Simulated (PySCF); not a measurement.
C₃H₆BNO, SMILES N1=COB(C1)C. Atoms are numbered in the order given.

```xyz
12

C     -2.2488    -0.0533    -0.3082
B     -0.7030     0.0100    -0.0719
C      0.1887     0.5356     1.1327
N      1.5657     0.2514     0.6862
C      1.4671    -0.2824    -0.4540
O      0.2093    -0.4738    -0.9992
H     -2.5083    -0.2950    -1.3495
H     -2.7424     0.8887    -0.0196
H     -2.6784    -0.8377     0.3404
H     -0.0070     0.0321     2.0960
H      0.0761     1.6147     1.3400
H      2.2988    -0.6216    -1.0803
```
Charge 0, spin multiplicity 1.

The structure is a stationary point at ωB97X-D3(BJ)/def2-SVP. This is a generated structure with no PubChem entry under its InChIKey; it may be hypothetical. Other conformers were not sampled.

Computed with PySCF with ωB97X/def2-TZVP.

ESP charges are fitted to the potential on shells at 1.4 to 2.0 van der Waals radii. Atomic charges (e):

| atom | Löwdin | IAO | ESP fit |
|---|---|---|---|
| C1 | -0.26 | ___ | -0.93 |
| B2 | -0.61 | 0.44 | 0.65 |
| C3 | -0.22 | -0.33 | 0.13 |
| N4 | 0.08 | ___ | -0.63 |
| C5 | -0.28 | ___ | 0.43 |
| O6 | 0.37 | ___ | -0.46 |
| H7 | 0.15 | 0.16 | 0.25 |
| H8 | 0.15 | 0.16 | 0.19 |
| H9 | 0.16 | 0.17 | 0.21 |
| H10 | 0.16 | 0.17 | 0.03 |
| H11 | 0.16 | 0.17 | 0.04 |
| H12 | 0.14 | 0.17 | 0.09 |

Complete the blanks. (The exact figures need the calculation; the answer reports its results.)


- C1, IAO: -0.58
- N4, IAO: -0.33
- C5, IAO: 0.21
- O6, IAO: -0.39

Computed Mayer and Wiberg (Löwdin basis) orders of the bonds:
| bond | Mayer | Wiberg |
|---|---|---|
| C1–B2 | 1.04 | 1.33 |
| B2–C3 | 1.07 | 1.17 |
| C3–N4 | 0.95 | 1.24 |
| N4–C5 | 1.97 | 2.31 |
| B2–O6 | 1.18 | 1.70 |
| C5–O6 | 1.03 | 1.45 |
| C1–H7 | 0.97 | 0.87 |
| C1–H8 | 0.96 | 0.86 |
| C1–H9 | 0.94 | 0.85 |
| C3–H10 | 0.94 | 0.83 |
| C3–H11 | 0.94 | 0.83 |
| C5–H12 | 0.96 | 0.88 |
